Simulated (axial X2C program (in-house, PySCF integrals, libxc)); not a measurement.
Nuclear properties of NaRe

Calculated with an axial X2C code built on PySCF integrals: two-component X2C with atomic mean-field Coulomb and Gaunt terms, Gaussian nuclei, basis Re dyall-cv3z, Na dyall-cv3z with contracted cores.

R = 3.163 Å (near the PBE0 minimum at charge 0 of the determinant lowest at the starting distance; the state shown can have its own minimum elsewhere).

Input and command:
```json
{"zs": [75, 11], "q": 0, "bas": ["dyall-cv3z", "dyall-cv3z"], "r0": 2.86, "levels": ["PBE0", "HF", "PBE50", "B3LYP", "BP86"], "nst": 3}
```
```bash
python soeom.py task.json out
```

Keys: zs atomic numbers; q charge; bas basis sets; r0 starting distance in Å; levels methods; nst determinants followed.

Determinant lowest in the PBE0 search, Ω = 2 (⟨Sz⟩ = 1.94, ⟨Lz⟩ = 0.06 at PBE0), spin on the atoms Re 2.25, Na -0.31:

```
level  Eeff magnitude (GV/cm)  Ws magnitude Re (kHz)  A∥/gI Re (MHz)  qzz Re (a.u.)  A∥/gI Na (MHz)  qzz Na (a.u.)  μ (D)
 PBE0                    10.9                   5.01           -96.7          -1.45            -120          -0.07   2.95
PBE50                    31.3                   15.7            -227          -1.31            -131          -0.06   1.95
B3LYP                    9.81                   4.56            -158          -1.46            -120          -0.07   3.38
 BP86                    3.19                   1.25            14.7          -1.56            -100          -0.08   3.87
```

Eeff is the effective electric field on the electron electric dipole moment in this Ω state and Ws the scalar–pseudoscalar constant of the nucleus named (defined with the proton number Z and per Ω); A∥ (defined per Ω) follows by multiplying with gI = μI/(I μN); qzz is the electric field gradient, eQq0 = 234.96 MHz × Q/barn × qzz; μ is positive if the Na end (last atom) is positive. The operators were transformed with the bare-nucleus X2C matrices; with these basis sets, hyperfine constants and field gradients can be off by tens of per cent, and where levels differ in sign neither size nor sign is settled.

Problem. With Q(187Re) = 2.07 barn, gI(23Na) = 1.4783, Q(23Na) = 0.104 barn (g factors from the IAEA table of nuclear moments by Stone; Q from Pyykkö, Mol. Phys. 2018), turn the PBE0 values of the first state into constants in MHz.

Solution. eQq0(187Re) = 234.96 × (2.07) × (-1.45) = -705 MHz; A∥(23Na) = -120 × 1.4783 = -177 MHz; eQq0(23Na) = 234.96 × (0.104) × (-0.07) = -1.71 MHz.

Each state is one determinant with collinear spin, which with several unpaired electrons need not be a pure state. This is the top spin component of a Σ state; components of lower Ω are not single determinants and can lie lower. With several open shells hyperfine constants can be off by a factor of several. Where Eeff spreads by more than a factor of two the levels disagree and none is to be relied on. In the state Ω = 2 the atomic spins oppose each other (2.25, -0.31): a broken-symmetry determinant whose values are not spin-projected. Open-shell Ω = 0 determinants with evenly filled partner blocks cannot be reached by this program, so the Ω shown need not be the lowest component. Left out as unconverged or as another state under the same occupation: HF in at least one table. At PBE50 a later determinant lies lower. States lie within half an eV, so the first need not be the ground state. Further determinants of the search, some of them spin-mixed, are not shown. Where a field gradient or hyperfine factor spreads by more than a factor of two over the levels, a constant derived from it is not to be relied on.
